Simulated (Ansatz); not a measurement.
Consider the homolysis of the Ge–N bond: `O[SiH2][NH][GeH2][OH]` → `[OH][GeH2]`• + `[NH][SiH2]O`•.

Isolated molecules relaxed with PBE0-D4/def2-TZVP in Ansatz; ΔE leaves out vibrations. CBS: MP2 limit from def2 TZ/QZ plus the TZ coupled-cluster correction, frozen cores. Functionals use def2-TZVPP. Open shells (•) are unrestricted, without spin–orbit coupling. For Ge outer-core shells are correlated without core-valence functions, which leaves a few kJ/mol of doubt a bond. Scalar relativity is left out up to krypton. One conformer a species, not always the lowest.

```json
{"level": "PBE-D4", "ΔE (kJ/mol)": "401.8"}
{"level": "PBE", "ΔE (kJ/mol)": "389.2"}
```

**Question.** What does CCSD(T)/CBS give? (Best estimate.)

**Answer.** The calculation gave: +439.9 kJ/mol. The listed levels differ from it by -38.1, -50.7 kJ/mol.

Largest T1 diagnostic among the species: 0.015.

The D4 term adds +20.2 kJ/mol with B3LYP and +11.0 kJ/mol with PBE0; it sums over pairs of atoms, weighted by their polarisabilities, and B3LYP, whose exchange is more repulsive, gets the larger term. In def2-TZVPP, CCSD(T) changes the Hartree–Fock value by +125.8 kJ/mol (the triples alone add +10.6 kJ/mol) and MP2 by +155.3 kJ/mol; breaking electron pairs costs correlation energy, which Hartree–Fock lacks. From PBE to PBE0 (25 % exact exchange), in def2-TZVPP and without D4, ΔE moves by +9.5 kJ/mol.

B3LYP here is the variant with VWN-RPA as its local correlation; programs differ in this.
